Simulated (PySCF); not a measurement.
Exercise with solution: oscillator strength and radiative lifetime

C2H12N2Si2, SMILES C[SiH2]CN[SiH2]N.

Geometry optimised at PBE0-D3(BJ)/def2-SVP. The structure was generated by enumeration, and PubChem lists no compound with its InChIKey, so it may never have been made. The values are those of a single conformer.

TDA-PBE/def2-SVPD (PySCF) puts the first singlet state with f over 0.02 at 5.13 eV (vertical), with the transition dipole (-0.696, -0.051, -0.173) in atomic units.

Question: Find the oscillator strength, the wavelength and the radiative lifetime that this transition would have in vacuum if emission retraced absorption.

Answer: 
|μ|² = 0.5169 au, so |μ| = 1.83 D. ΔE = 5.13/27.211 = 0.1885 hartree. f = (2/3) ΔE |μ|² = 0.065 (the program prints 0.065).
λ = 1239.84/5.13 = 242 nm; ν = 41376 cm⁻¹.
Einstein's coefficient A = 0.6670 ν² f s⁻¹ (ν in cm⁻¹) = 7.4e7 s⁻¹, so τ = 1/A = 13 ns. This state is S2; the lower singlet has f = 0.009. The figure is the radiative limit of this one transition; relaxation, internal conversion, crossing to triplets and a medium change what is measured.
